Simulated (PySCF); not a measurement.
## Broadened absorption spectrum of 3,3-dimethylacryloyl chloride

3,3-dimethylacryloyl chloride, C₅H₇ClO.
Numbering: `[CH3:1][C:2]([CH3:3])=[CH:4][C:5](=[O:6])[Cl:7]` (hydrogens: H8, H9, H10 on C1; H11, H12, H13 on C3; H14 on C4)

Geometry (GFN2-xTB, Å), atoms numbered from 1 in this order:
```xyz
14
C5H7ClO angstrom
C     -1.3681   -1.1986    0.0551
C     -0.3070   -0.1659   -0.1088
C     -0.7674    1.2475   -0.1917
C      0.9920   -0.5188   -0.1747
C      2.0572    0.4371   -0.3325
O      2.0163    1.6246   -0.4247
Cl     3.6507   -0.3748   -0.3896
H     -0.9529   -2.2009    0.1110
H     -1.9390   -0.9990    0.9617
H     -2.0629   -1.1477   -0.7828
H     -1.8508    1.3133   -0.1405
H     -0.3311    1.8330    0.6167
H     -0.4188    1.7055   -1.1163
H      1.2814   -1.5558   -0.1100
```

The calculation used PySCF, TDDFT wB97X-D/def2-SVPD, vertical, gas phase, core orbitals frozen in the response.

Broadening: Gaussians 0.3 eV wide at half height, area fixed by f = 4.319×10⁻⁹ ∫ε dν̃. The width is an assumption, not a result. The curve ends short of the highest state used, and states not computed would add to its high-energy end.

```csv
λ (nm),ε (L mol⁻¹ cm⁻¹)
168.9,25
171.3,18
173.7,7
176.1,2
178.4,1
180.8,10
183.2,67
185.6,267
188.0,657
190.4,1027
192.8,1053
195.1,750
197.5,379
199.9,157
202.3,90
204.7,169
207.1,702
209.5,2737
211.9,8133
214.2,17651
216.6,30323
219.0,40291
221.4,42080
223.8,35074
226.2,23666
228.6,13101
230.9,6245
233.3,2431
235.7,804
238.1,228
240.5,56
242.9,12
245.3,2
247.6,0
250.0,0
252.4,0
254.8,1
257.2,2
259.6,3
262.0,4
264.3,6
266.7,8
269.1,9
271.5,9
273.9,8
276.3,7
278.7,5
281.0,4
283.4,2
285.8,1
288.2,1
290.6,0
293.0,0
295.4,0
297.8,0
300.1,0
```

Question: Locate the maxima and give the states behind the curve.

Answer: 271 nm (4.58 eV), ε about 9, made up of S1 (100%); 221 nm (5.62 eV), ε about 43000, made up of S2 (100%); 192 nm (6.47 eV), ε about 1100, made up of S4 (100%) (ε in L mol⁻¹ cm⁻¹; maxima over ε = 5, shares over 10%). At its high-energy end, 7.34 eV, the curve is still rising (ε about 25, from S5). The states used: S1 4.58 eV (f 0.0001); S2 5.62 eV (f 0.473); S3 6.07 eV (f 0.0005); S4 6.47 eV (f 0.012); S5 7.34 eV (f 0.0003); S6 7.73 eV (f 0.0013); S7 7.81 eV (f 0.0002); S8 7.94 eV (f 0.0015).

Question: On this curve, what absorbance would a 10⁻⁵ mol/L sample give at 222 nm over a 1 cm path?

Answer: 222 nm is 5.585 eV, where ε is about 41000 L mol⁻¹ cm⁻¹, so A = ε c l ≈ 0.41 (Beer–Lambert, with the gas-phase spectrum and the assumed width).

Question: What would ε be at 5.62 eV, the highest of these maxima, with half the width (0.15 eV)?

Answer: About 85100 L mol⁻¹ cm⁻¹ against 42600, a factor of about 2.00; a lone state at its own centre would give exactly 2.

Question: Coming from long wavelengths, where does ε first pass 100 L mol⁻¹ cm⁻¹?

Answer: At about 239 nm (5.18 eV), 0.60 eV above S1.

Rough CPU time on one thread of a shared machine: about 1.7 min (with the writing of density and orbital grids).

One conformer stands for the species.
